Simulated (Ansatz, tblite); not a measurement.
Removing and adding an electron: Ga₉Sb₁₀H₂₆⁺, a nanocrystal cut from wurtzite GaSb (hydrogen-capped). Charge 1, multiplicity 1. Geometry: r2SCAN-D4/def2-SVP. Ansatz, gas phase; energy differences of separate SCF runs; the oxidised species was run as a doublet alone; the reduced species was run as a doublet alone.

```xyz
45

Sb   -0.0769    4.2872   -1.5744
Ga    2.3107    4.0130   -2.9188
Sb   -3.1698    2.7768    1.3061
Ga   -5.2630    1.0572    1.3672
Ga   -0.8261    2.3857    0.1052
Sb   -0.9066    0.1276   -1.2871
Sb    2.9507    1.6298   -1.8387
Ga    1.3856   -0.3600   -2.6313
Sb   -3.9532   -1.3132    1.4532
Ga   -1.6469   -1.8988    0.2589
Sb   -1.6754   -4.0531   -1.2761
Sb    2.1164   -2.7268   -1.6816
Ga    0.6280   -4.7748   -2.6016
Sb    1.0145    1.9422    1.9317
Ga    3.4157    1.7316    0.7650
Ga   -0.1634    0.1590    3.5726
Sb    0.2514   -2.0417    2.0746
Sb    4.1683   -0.7476    1.4119
Ga    2.5457   -2.8127    0.9287
H    -1.4226    4.5486   -2.5775
H    -0.2065    5.7163   -0.6660
H     1.8748    3.8037   -4.3977
H     3.2075    5.1231   -2.2992
H    -3.7494    4.2318    0.6460
H    -2.7746    3.3839    2.8396
H    -5.8103    1.1097   -0.0900
H    -5.9959    1.2465    2.7223
H    -2.1624    0.3273   -2.4189
H     4.4724    1.2212   -2.4828
H     1.0935   -0.3598   -4.1657
H    -5.0375   -2.4941    0.8891
H    -3.7886   -1.9143    3.0306
H    -3.0339   -3.8656   -2.2785
H    -2.3144   -5.2669   -0.2748
H     3.6726   -2.9544   -2.3326
H     0.2819   -4.5241   -4.0977
H     1.0592   -6.0909   -1.8927
H     1.0604    3.4370    2.7422
H     4.4126    2.8231    1.2599
H    -1.7026    0.4466    3.3641
H     0.5639    0.0689    4.9435
H    -0.2472   -3.3882    2.9868
H     5.6542   -1.0598    0.6525
H     4.7112   -0.7933    3.0204
H     3.0759   -4.1579    1.5111
```

In the def2 sets Sb takes a core potential; there is no spin–orbit coupling. The xTB rows come from tblite. B3LYP takes the VWN-RPA correlation. Single mean-field runs in def2-TZVP are fitted with def2-universal-jkfit. HOMO above LUMO, or a gap near zero within one spin, warns that the state may not be the lowest or that an electron is smeared out.

| level | −HOMO (eV) | vertical IE (eV) | −LUMO (eV) | vertical EA (eV) | HOMO–LUMO gap (eV) | IE − EA (eV) | remarks |
| --- | --- | --- | --- | --- | --- | --- | --- |
| PBE-D4/def2-TZVP | 8.29 | 9.74 | 5.25 | 4.03 | 3.04 | 5.71 | gap within one spin near zero (+2 doublet), gap within one spin near zero (doublet) |
| B3LYP-D4/def2-TZVP | 8.98 | 10.12 | 4.78 | 3.91 | 4.20 | 6.21 | – |

Q: Estimate the rows for GFN1-xTB, PBE0-D4/def2-TZVP.

A: 
```tsv
level	−HOMO (eV)	vertical IE (eV)	−LUMO (eV)	vertical EA (eV)	HOMO–LUMO gap (eV)	IE − EA (eV)
GFN1-xTB	12.93	14.21	10.10	8.84	2.83	5.36
PBE0-D4/def2-TZVP	9.15	10.15	4.60	3.79	4.55	6.36
```

   Raw xTB energy differences between charge states are shifted by several eV; the methods need an empirical correction for them.
